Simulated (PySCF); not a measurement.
Compound: C6H9NP2.
Numbering: `[CH3:1][N:2]([CH3:3])[c:4]1[cH:5][p:6][cH:7][cH:8][p:9]1` (hydrogens: H10, H11, H12 on C1; H13, H14, H15 on C3; H16 on C5; H17 on C7; H18 on C8)

The same species was optimised twice, with GFN2-xTB and with PBE0-D3(BJ)/def2-SVP (PySCF), and the same property calculations (PySCF, gas phase) were run on both structures.

| coordinate | GFN2-xTB | PBE0-D3(BJ)/def2-SVP | change |
| --- | --- | --- | --- |
| C4–C5 (Å) | 1.391 | 1.410 | +0.019 |
| C7–C8 (Å) | 1.370 | 1.385 | +0.015 |
| C4–P9 (Å) | 1.780 | 1.793 | +0.013 |
| C8–P9 (Å) | 1.730 | 1.734 | +0.004 |
| N2–C3 (Å) | 1.440 | 1.443 | +0.003 |
| C5–P6 (Å) | 1.727 | 1.725 | -0.002 |
| N2–C4 (Å) | 1.367 | 1.368 | +0.001 |
| P6–C7 (Å) | 1.734 | 1.734 | 0.000 |
| C1–N2 (Å) | 1.441 | 1.442 | +0.001 |
| N2–C4–P9 (°) | 115.4 | 116.6 | +1.2 |
| C1–N2–C4 (°) | 121.8 | 120.9 | -0.9 |
| C3–N2–C4 (°) | 118.9 | 119.8 | +0.9 |
| C5–C4–P9 (°) | 124.5 | 123.7 | -0.8 |
| C7–C8–P9 (°) | 130.4 | 131.1 | +0.7 |
| P6–C7–C8 (°) | 127.0 | 126.4 | -0.6 |
| C4–C5–P6 (°) | 131.0 | 131.6 | +0.6 |
| N2–C4–C5 (°) | 120.1 | 119.7 | -0.4 |
| C1–N2–C4–C5 (°) | -5 | -1 | +4 |

Rotational constants: A = 2043, B = 949.2, C = 653.6 MHz (GFN2-xTB) against A = 2018, B = 940.6, C = 646.9 MHz (PBE0-D3(BJ)/def2-SVP).

On the GFN2-xTB structure: HOMO (eV) -5.94 [PBE0/pcSseg-1]; LUMO (eV) -1.90 [PBE0/pcSseg-1]; dipole (D) 3.06 [PBE0/pcSseg-1]; GIAO shielding of C1/C3 (mean) (ppm) 142.7 [PBE0/pcSseg-1]; GIAO shielding of N2 (ppm) 170.4 [PBE0/pcSseg-1]; GIAO shielding of C4 (ppm) 7.2 [PBE0/pcSseg-1]; GIAO shielding of C5 (ppm) 48.3 [PBE0/pcSseg-1]; GIAO shielding of P6 (ppm) 64.3 [PBE0/pcSseg-1]; GIAO shielding of C7 (ppm) 36.6 [PBE0/pcSseg-1]; GIAO shielding of C8 (ppm) 20.1 [PBE0/pcSseg-1]; GIAO shielding of P9 (ppm) 156.0 [PBE0/pcSseg-1].

**Question.** What do these properties become on the PBE0-D3(BJ)/def2-SVP structure?

**Answer.** 
```csv
property,level,on GFN2-xTB,on PBE0-D3(BJ)/def2-SVP,change
HOMO (eV),PBE0/pcSseg-1,-5.94,-5.95,-0.01
LUMO (eV),PBE0/pcSseg-1,-1.90,-1.89,+0.01
dipole (D),PBE0/pcSseg-1,3.06,3.10,+0.04
"energy, GFN2-xTB geometry as zero (kcal/mol)",PBE0/pcSseg-1,0.0,-0.5,-0.5
GIAO shielding of C1/C3 (mean) (ppm),PBE0/pcSseg-1,142.7,141.3,-1.4
GIAO shielding of N2 (ppm),PBE0/pcSseg-1,170.4,167.0,-3.4
GIAO shielding of C4 (ppm),PBE0/pcSseg-1,7.2,4.1,-3.1
GIAO shielding of C5 (ppm),PBE0/pcSseg-1,48.3,46.7,-1.6
GIAO shielding of P6 (ppm),PBE0/pcSseg-1,64.3,64.9,+0.6
GIAO shielding of C7 (ppm),PBE0/pcSseg-1,36.6,34.7,-1.9
GIAO shielding of C8 (ppm),PBE0/pcSseg-1,20.1,17.5,-2.6
GIAO shielding of P9 (ppm),PBE0/pcSseg-1,156.0,153.5,-2.5
```

The heavy atoms differ by 0.031 Å rms after alignment. Among bonds between heavy atoms C4–C5 changes most (+0.019 Å). Changes are differences of the printed values. Neither structure is proved a minimum here.

Conformer computed: `[CH3:1][N:2]([CH3:3])[c:4]1[cH:5][p:6][cH:7][cH:8][p:9]1`: C1–N2–C4–C5 -1°.
